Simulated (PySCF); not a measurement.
**Running PySCF for SnSe**

File input.py (PySCF 2.14):

```python
from pyscf import gto, dft

mol = gto.M(
    atom='Sn 0 0 0; Se 0 0 2.588',
    basis='sbkjc',
    ecp={'Sn': 'sbkjc', 'Se': 'sbkjc'},
    charge=0,
    spin=0,
    verbose=4,
)
mf = dft.RKS(mol, xc='hf,lyp')
mf.kernel()
mf.mulliken_pop()
mf.dip_moment()
print('orbital energies (hartree):', mf.mo_energy[..., max(0, mol.nelec[1]-3):mol.nelec[0]+3].round(4))
```

```bash
$ OMP_NUM_THREADS=1 python input.py
```

It prints (some set-up lines and the per-cycle HOMO/LUMO lines with their warnings removed):

```
PySCF version 2.14.0

[INPUT] verbose = 4
[INPUT] num. atoms = 2
[INPUT] num. electrons = 10
[INPUT] charge = 0
[INPUT] spin (= nelec alpha-beta = 2S) = 0
[INPUT] symmetry False subgroup None
[INPUT] Mole.unit = angstrom
[INPUT] Symbol           X                Y                Z      unit          X                Y                Z       unit  Magmom
[INPUT]  1 Sn     0.000000000000   0.000000000000   0.000000000000 AA    0.000000000000   0.000000000000   0.000000000000 Bohr   0.0
[INPUT]  2 Se     0.000000000000   0.000000000000   2.588000000000 AA    0.000000000000   0.000000000000   4.890611210374 Bohr   0.0

nuclear repulsion = 4.90736207962906
number of shells = 8
number of NR pGTOs = 40
number of NR cGTOs = 16
basis = sbkjc
ecp = {'Sn': 'sbkjc', 'Se': 'sbkjc'}

******** <class 'pyscf.dft.rks.RKS'> ********
method = RKS
initial guess = minao
damping factor = 0
level_shift factor = 0
DIIS = <class 'pyscf.scf.diis.CDIIS'>
diis_start_cycle = 1
diis_space = 8
diis_damp = 0
SCF conv_tol = 1e-09
SCF conv_tol_grad = None
SCF max_cycles = 50
direct_scf = True
direct_scf_tol = 1e-13
XC library pyscf.dft.libxc version 7.0.0
    S. Lehtola, C. Steigemann, M. J.T. Oliveira, and M. A.L. Marques.,  SoftwareX 7, 1–5 (2018)
XC functionals = hf,lyp
    C. Lee, W. Yang, and R. G. Parr.,  Phys. Rev. B 37, 785 (1988)
    B. Miehlich, A. Savin, H. Stoll, and H. Preuss.,  Chem. Phys. Lett. 157, 200 (1989)
radial grids:
    Treutler-Ahlrichs [JCP 102, 346 (1995); DOI:10.1063/1.469408] (M4) radial grids

becke partition: Becke, JCP 88, 2547 (1988); DOI:10.1063/1.454033
pruning grids: <function nwchem_prune>
grids dens level: 3
symmetrized grids: False
atomic radii adjust function: <function treutler_atomic_radii_adjust>
small_rho_cutoff = 0
Set gradient conv threshold to 3.16228e-05
Initial guess from minao.
tot grids = 42384
init E= -12.021696797785
cycle= 1 E= -12.5833081634064  delta_E= -0.562  |g|= 0.319  |ddm|= 2.08
cycle= 2 E= -12.5361447128782  delta_E= 0.0472  |g|= 0.499  |ddm|= 1.31
cycle= 3 E= -12.6624068521136  delta_E= -0.126  |g|= 0.0198  |ddm|= 0.652
cycle= 4 E= -12.6627461516012  delta_E= -0.000339  |g|= 0.00484  |ddm|= 0.0594
cycle= 5 E= -12.6627864823966  delta_E= -4.03e-05  |g|= 0.00325  |ddm|= 0.021
cycle= 6 E= -12.6628048394181  delta_E= -1.84e-05  |g|= 0.0012  |ddm|= 0.0153
cycle= 7 E= -12.6628088696745  delta_E= -4.03e-06  |g|= 0.000122  |ddm|= 0.0114
cycle= 8 E= -12.6628088790291  delta_E= -9.35e-09  |g|= 1.05e-05  |ddm|= 0.000365
cycle= 9 E= -12.6628088792714  delta_E= -2.42e-10  |g|= 1.15e-06  |ddm|= 9.01e-05
Extra cycle  E= -12.662808879272  delta_E= -5.36e-13  |g|= 1.25e-06  |ddm|= 3.76e-06
converged SCF energy = -12.662808879272
 ** Mulliken pop  **
pop of  0 Sn 5s           1.68074
pop of  0 Sn 6s           0.29022
pop of  0 Sn 5px          0.24760
pop of  0 Sn 5py          0.24760
pop of  0 Sn 5pz          0.85399
pop of  0 Sn 6px          0.07223
pop of  0 Sn 6py          0.07223
pop of  0 Sn 6pz          0.02330
pop of  1 Se 4s           1.74664
pop of  1 Se 5s           0.21123
pop of  1 Se 4px          1.18755
pop of  1 Se 4py          1.18755
pop of  1 Se 4pz          1.02602
pop of  1 Se 5px          0.49262
pop of  1 Se 5py          0.49262
pop of  1 Se 5pz          0.16786
 ** Mulliken atomic charges  **
charge of    0Sn =      0.51209
charge of    1Se =     -0.51209
Dipole moment(X, Y, Z, Debye): -0.00000,  0.00000, -5.86763
orbital energies (hartree): [-0.3623 -0.339  -0.339  -0.0539 -0.0539  0.0363]
```

In short: E(SCF) = -12.662809 Eh, 9 cycles, μz(SCF) = -5.87 D.

Hardware: Arm Neoverse V2, 1 thread, shared host. Wall time 1 s.

Stability towards an unrestricted solution was not tested. The bond length is a typed value, not an optimised one.
